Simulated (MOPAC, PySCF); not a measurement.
Chain-length series, carbosilane H/H (end groups after the name). Isolated molecules, 0 K electronic values unless said otherwise. One relaxed conformer stands for each flexible species; it need not be the lowest. Strings in code marks are SMILES.

Quantity: vertical ionisation energy (energy after one electron is removed minus that of the parent at the parent's geometry), in eV.

Level 1: B3LYP-D3(BJ)/def2-TZVP // B3LYP-D3(BJ)/def2-SVP (PySCF)
Level 2: PBE-D3(BJ)/def2-TZVP // B3LYP-D3(BJ)/def2-SVP (PySCF)
Level 3: minus the HOMO energy of B3LYP-D3(BJ)/def2-TZVP // B3LYP-D3(BJ)/def2-SVP (PySCF)
Level 4: minus the HOMO energy of PM6 // B3LYP-D3(BJ)/def2-SVP (MOPAC)

```json
[
 {"species": "`C[SiH2]C[SiH3]` (C–Si–C–Si torsion 180°)", "level 2": "9.99", "level 3": "8.28", "level 4": "10.22"}
]
```

**Question.** What does level 1 give for each?

**Answer.** 
- `C[SiH2]C[SiH3]` (C–Si–C–Si torsion 180°): 10.29
